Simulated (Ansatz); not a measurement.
`[CH3][In]([Cl])[I]` + `[F][GeH3]` → `[CH3][In]([F])[Cl]` + `[GeH3][I]`  (redistribution)

Isolated molecules relaxed with PBE0-D4/def2-TZVP in Ansatz; ΔE leaves out vibrations. CCSD(T)/CBS is the MP2 limit (def2-TZVPP, def2-QZVPP) plus CCSD(T) − MP2 in def2-TZVPP, frozen cores. DFT in def2-TZVPP. Elements past krypton have def2 core potentials. For Ge, I, In outer-core shells are correlated without core-valence functions, which leaves a few kJ/mol of doubt a bond. Scalar relativity is left out up to krypton.

`[CH3][In]([Cl])[I]`:

Cartesian coordinates in Å:
```
C -0.617 -0.521 -0.829
In 0.482 0.459 0.712
Cl -0.566 1.886 2.227
I 3.086 0.238 1.151
H -0.205 -0.232 -1.795
H -0.515 -1.599 -0.704
H -1.664 -0.231 -0.763
```

`[F][GeH3]`:

```xyz
5

F     1.094   -0.402    1.169
Ge   -0.060    0.022   -0.064
H     0.756    0.362   -1.317
H    -0.950   -1.211   -0.261
H    -0.839    1.228    0.474
```

`[CH3][In]([F])[Cl]`:

```xyz
7

C    -0.668    0.599    0.660
In    0.574   -0.567   -0.605
F    -0.119   -2.090   -1.601
Cl    2.831   -0.337   -1.066
H    -0.229    0.634    1.656
H    -0.730    1.611    0.259
H    -1.659    0.150    0.697
```

`[GeH3][I]`:

```xyz
5

Ge    0.144    0.047    0.168
I    -1.457   -0.475   -1.699
H     0.169   -1.164    1.106
H    -0.375    1.297    0.885
H     1.519    0.295   -0.459
```

```
          level  ΔE (kJ/mol)  difference from CCSD(T)/CBS
         PBE-D4         46.9                         -9.2
      revPBE-D4         45.3                        -10.8
         B97M-V         55.0                         -1.1
        ωB97X-V         53.6                         -2.5
       PBE-QIDH         59.0                          2.9
           PBE0         52.7                         -3.4
        r2SCAN0         57.0                          0.9
  CCSD/def2-SVP         62.7                          6.6
CCSD/def2-TZVPP         60.1                          4.0
  MP2/CBS(def2)         59.6                          3.5
    CCSD(T)/CBS         56.1                            0
```

Largest T1 diagnostic among the species: 0.014.

From r2SCAN to r2SCAN0 (25 % exact exchange), in def2-TZVPP and without D4, ΔE moves by +4.3 kJ/mol. In def2-TZVPP, CCSD(T) changes the Hartree–Fock value by −11.1 kJ/mol (the triples alone add −1.2 kJ/mol) and MP2 by −7.6 kJ/mol. Leaving LDA and LC-ωPBE aside and taking each functional with its dispersion term where it has one, the values, not all of them listed here, spread over 16.9 kJ/mol, from revPBE-D4 to BHLYP-D4. LDA lies +4.2 kJ/mol from PBE without D4.
